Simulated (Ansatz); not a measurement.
System: CH3ClFSi (charge 0, doublet). It need not be the lowest isomer of its formula. SMILES: C[Si](F)Cl
Geometry: optimised at B3LYP-D3(BJ)/def2-TZVP (Ansatz, a quantum-chemistry and plane-wave program).

Property: atomisation energy (electronic, to ground-state atoms), in kcal/mol. Valence correlation only, unless marked. Open shells are spin-unrestricted. Spin-orbit coupling is left out. Non-relativistic. The coupled-cluster limit lacks core correlation, which all-electron functionals hold. CBS marks a two-point X^-3 extrapolation of the correlation energy; Hartree-Fock from the larger set. [CCSD(T)-MP2]/basis is that difference in the basis named.

```csv
level,program,atomisation energy (kcal/mol)
HF/cc-pV(D+d)Z,Ansatz,443.0
B3LYP/def2-TZVPD,Ansatz,599.3
r2SCANh-D4/def2-TZVPD,Ansatz + dftd4,610.0
HSE06-D3(BJ)/def2-TZVPD,Ansatz + dftd3,608.6
B2PLYP-D3(BJ)/def2-TZVPD,Ansatz + dftd3,602.5
CCSD/aug-cc-pV(D+d)Z,Ansatz,556.5
"RI-MP2/CBS(aug-cc-pV(T+d)Z,aug-cc-pV(Q+d)Z)+[CCSD(T)-MP2]/aug-cc-pV(T+d)Z",Ansatz,609.5
```
